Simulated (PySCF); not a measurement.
I₃Zr (SMILES [I][Zr]([I])[I]), doublet, geometry from GFN2-xTB (such geometries of metal compounds can be far from the true shape) (the multiplicity is a formal guess) (core potentials on I, Zr); DF-M06/def2-SV(P) (PySCF).

Here is a job for PySCF.
```python
from pyscf import gto, scf, dft

mol = gto.M(
    atom='''
Zr   -0.36838690    0.35251267    0.73412604
I    -1.91094093   -1.65624311   -0.43739609
I     0.06579663    2.21046464   -1.30217845
I     2.12317215   -0.82026883    1.18551715
''',
    basis='def2-sv(p)',
    ecp={'I': 'def2-sv(p)', 'Zr': 'def2-sv(p)'},
    spin=1,
    verbose=4,
)

mf = dft.UKS(mol)
mf.xc = 'm06'
mf.grids.level = 7
mf = mf.density_fit(auxbasis='def2-universal-jkfit')
mf.kernel()
mf.analyze()
```

Output, abridged:

```
PySCF version 2.14.0

[INPUT] verbose = 4
[INPUT] num. atoms = 4
[INPUT] num. electrons = 87
[INPUT] charge = 0
[INPUT] spin (= nelec alpha-beta = 2S) = 1
[INPUT] symmetry False subgroup None
[INPUT] Mole.unit = angstrom
[INPUT] Symbol           X                Y                Z      unit          X                Y                Z       unit  Magmom
[...]
nuclear repulsion = 394.748222088439
number of shells = 40
number of NR pGTOs = 233
number of NR cGTOs = 102
basis = def2-sv(p)
ecp = {'I': 'def2-sv(p)', 'Zr': 'def2-sv(p)'}

******** <class 'pyscf.df.df_jk.DFUKS'> ********
method = DFUKS
initial guess = minao
damping factor = 0
level_shift factor = 0
DIIS = <class 'pyscf.scf.diis.CDIIS'>
diis_start_cycle = 1
diis_space = 8
diis_damp = 0
SCF conv_tol = 1e-09
SCF conv_tol_grad = None
SCF max_cycles = 50
direct_scf = False
number electrons alpha = 44  beta = 43
XC library pyscf.dft.libxc version 7.1.2
    S. Lehtola, C. Steigemann, M. J. T. Oliveira, and M. A. L. Marques,  SoftwareX 7, 1–5 (2018)
XC functionals = m06
    Y. Zhao and D. G. Truhlar,  Theor. Chem. Acc. 120, 215 (2008)
    Y. Zhao and D. G. Truhlar,  Theor. Chem. Acc. 120, 215 (2008)
radial grids:
    Treutler-Ahlrichs [JCP 102, 346 (1995); DOI:10.1063/1.469408] (M4) radial grids

becke partition: Becke, JCP 88, 2547 (1988); DOI:10.1063/1.454033
pruning grids: <function nwchem_prune>
grids dens level: 7
symmetrized grids: False
atomic radii adjust function: <function treutler_atomic_radii_adjust>
small_rho_cutoff = 0
Set gradient conv threshold to 3.16228e-05
tot grids = 363368
******** <class 'pyscf.df.df.DF'> ********
auxbasis = def2-universal-jkfit
init E= -839.164842269236

cycle= 1 E= -936.356777139797  delta_E= -97.2  |g|= 3.19  |ddm|= 10.5

cycle= 2 E= -924.237802811252  delta_E= 12.1  |g|= 4.58  |ddm|=   11

cycle= 3 E= -937.842051155133  delta_E= -13.6  |g|= 1.62  |ddm|= 9.95
cycle= 4 E= -938.105462384323  delta_E= -0.263  |g|= 2.04  |ddm|= 7.58
cycle= 5 E= -939.739296444196  delta_E= -1.63  |g|= 1.06  |ddm|= 0.981
cycle= 6 E= -940.327582066237  delta_E= -0.588  |g|= 0.378  |ddm|= 0.995
cycle= 7 E= -940.420654464657  delta_E= -0.0931  |g|= 0.107  |ddm|= 0.574
cycle= 8 E= -940.428730651271  delta_E= -0.00808  |g|= 0.0399  |ddm|= 0.245
cycle= 9 E= -940.429926900417  delta_E= -0.0012  |g|= 0.00605  |ddm|= 0.0789
cycle= 10 E= -940.429952691268  delta_E= -2.58e-05  |g|= 0.0045  |ddm|= 0.0157
cycle= 11 E= -940.429970866458  delta_E= -1.82e-05  |g|= 0.000654  |ddm|= 0.00786
cycle= 12 E= -940.429971950596  delta_E= -1.08e-06  |g|= 0.00029  |ddm|= 0.00374
cycle= 13 E= -940.429972085718  delta_E= -1.35e-07  |g|= 0.000129  |ddm|= 0.000951
cycle= 14 E= -940.429972140721  delta_E= -5.5e-08  |g|= 7.16e-05  |ddm|= 0.000735
cycle= 15 E= -940.429972167489  delta_E= -2.68e-08  |g|= 3.89e-05  |ddm|= 0.000518
cycle= 16 E= -940.429972185306  delta_E= -1.78e-08  |g|= 2.88e-05  |ddm|= 0.000473
cycle= 17 E= -940.429972199105  delta_E= -1.38e-08  |g|= 2.14e-05  |ddm|= 0.000461
cycle= 18 E= -940.429972212583  delta_E= -1.35e-08  |g|= 1.68e-05  |ddm|= 0.000619
cycle= 19 E= -940.429972220277  delta_E= -7.69e-09  |g|= 9.9e-06  |ddm|= 0.000552
cycle= 20 E= -940.429972223204  delta_E= -2.93e-09  |g|= 6.44e-06  |ddm|= 0.000358
cycle= 21 E= -940.429972224174  delta_E= -9.71e-10  |g|= 4.04e-06  |ddm|= 0.000215
Extra cycle  E= -940.429972224332  delta_E= -1.58e-10  |g|= 3.22e-06  |ddm|= 4.09e-05
converged SCF energy = -940.429972224332  <S^2> = 0.75180556  2S+1 = 2.0018047
**** SCF Summaries ****
Total Energy =                        -940.429972224332460
Nuclear Repulsion Energy =             394.748222088439263
One-electron Energy =                -2420.215796835603214
Two-electron Energy =                 1085.037602522831548
Two-electron Coulomb Energy =         1157.745667725266912
DFT Exchange-Correlation Energy =      -72.708065202435449
**** MO energy ****
                             alpha | beta                alpha | beta
[...]
spin_pop of  0 Zr 4s        0.00025
spin_pop of  0 Zr 5s        0.13321
spin_pop of  0 Zr 6s        0.00115
spin_pop of  0 Zr 7s       -0.00016
spin_pop of  0 Zr 8s        0.00016
spin_pop of  0 Zr 4px       0.00035
spin_pop of  0 Zr 4py       0.00133
spin_pop of  0 Zr 4pz       0.00134
spin_pop of  0 Zr 5px       0.00465
spin_pop of  0 Zr 5py       0.00003
spin_pop of  0 Zr 5pz      -0.00010
spin_pop of  0 Zr 6px       0.00384
spin_pop of  0 Zr 6py       0.00149
spin_pop of  0 Zr 6pz       0.00270
spin_pop of  0 Zr 4dxy      0.19453
spin_pop of  0 Zr 4dyz      0.15956
spin_pop of  0 Zr 4dz^2     0.21027
spin_pop of  0 Zr 4dxz      0.00303
spin_pop of  0 Zr 4dx2-y2    0.06725
spin_pop of  0 Zr 5dxy      0.04883
spin_pop of  0 Zr 5dyz      0.05168
spin_pop of  0 Zr 5dz^2     0.06113
spin_pop of  0 Zr 5dxz     -0.00061
spin_pop of  0 Zr 5dx2-y2   -0.00261
spin_pop of  1 I 4s        0.00000
spin_pop of  1 I 5s        0.00087
spin_pop of  1 I 6s        0.00160
spin_pop of  1 I 7s        0.00091
spin_pop of  1 I 4px       0.00004
spin_pop of  1 I 4py      -0.00009
spin_pop of  1 I 4pz      -0.00003
spin_pop of  1 I 5px       0.00050
spin_pop of  1 I 5py      -0.00000
spin_pop of  1 I 5pz      -0.00001
spin_pop of  1 I 6px       0.00017
spin_pop of  1 I 6py       0.00393
spin_pop of  1 I 6pz      -0.00067
spin_pop of  1 I 7px       0.00409
spin_pop of  1 I 7py      -0.00005
spin_pop of  1 I 7pz       0.00052
spin_pop of  1 I 4dxy      0.00017
spin_pop of  1 I 4dyz      0.00011
spin_pop of  1 I 4dz^2     0.00016
spin_pop of  1 I 4dxz      0.00032
spin_pop of  1 I 4dx2-y2    0.00000
spin_pop of  1 I 5dxy      0.00021
spin_pop of  1 I 5dyz      0.00004
spin_pop of  1 I 5dz^2     0.00057
spin_pop of  1 I 5dxz      0.00074
spin_pop of  1 I 5dx2-y2    0.00038
spin_pop of  2 I 4s        0.00000
spin_pop of  2 I 5s        0.00213
spin_pop of  2 I 6s        0.00311
spin_pop of  2 I 7s        0.00135
spin_pop of  2 I 4px       0.00012
spin_pop of  2 I 4py      -0.00001
spin_pop of  2 I 4pz      -0.00011
spin_pop of  2 I 5px       0.00032
spin_pop of  2 I 5py       0.00001
spin_pop of  2 I 5pz      -0.00001
spin_pop of  2 I 6px       0.00025
spin_pop of  2 I 6py       0.00017
spin_pop of  2 I 6pz       0.00606
spin_pop of  2 I 7px       0.00158
spin_pop of  2 I 7py       0.00156
spin_pop of  2 I 7pz      -0.00008
spin_pop of  2 I 4dxy      0.00007
spin_pop of  2 I 4dyz      0.00036
spin_pop of  2 I 4dz^2     0.00002
spin_pop of  2 I 4dxz      0.00035
spin_pop of  2 I 4dx2-y2    0.00000
spin_pop of  2 I 5dxy      0.00031
spin_pop of  2 I 5dyz      0.00060
spin_pop of  2 I 5dz^2     0.00029
spin_pop of  2 I 5dxz      0.00067
spin_pop of  2 I 5dx2-y2    0.00102
spin_pop of  3 I 4s        0.00000
spin_pop of  3 I 5s        0.00519
spin_pop of  3 I 6s        0.00259
spin_pop of  3 I 7s        0.00141
spin_pop of  3 I 4px       0.00001
spin_pop of  3 I 4py      -0.00004
spin_pop of  3 I 4pz      -0.00001
spin_pop of  3 I 5px       0.00079
spin_pop of  3 I 5py       0.00002
spin_pop of  3 I 5pz      -0.00000
spin_pop of  3 I 6px       0.00013
spin_pop of  3 I 6py       0.00216
spin_pop of  3 I 6pz      -0.00057
spin_pop of  3 I 7px       0.00751
spin_pop of  3 I 7py       0.00040
spin_pop of  3 I 7pz       0.00000
spin_pop of  3 I 4dxy      0.00002
spin_pop of  3 I 4dyz      0.00029
spin_pop of  3 I 4dz^2     0.00050
spin_pop of  3 I 4dxz      0.00003
spin_pop of  3 I 4dx2-y2   -0.00000
spin_pop of  3 I 5dxy      0.00005
spin_pop of  3 I 5dyz      0.00086
spin_pop of  3 I 5dz^2     0.00071
spin_pop of  3 I 5dxz      0.00002
spin_pop of  3 I 5dx2-y2    0.00001
In total            44.00000 | 43.00000
Dipole moment(X, Y, Z, Debye): -1.01540,  0.97111,  2.02025
```
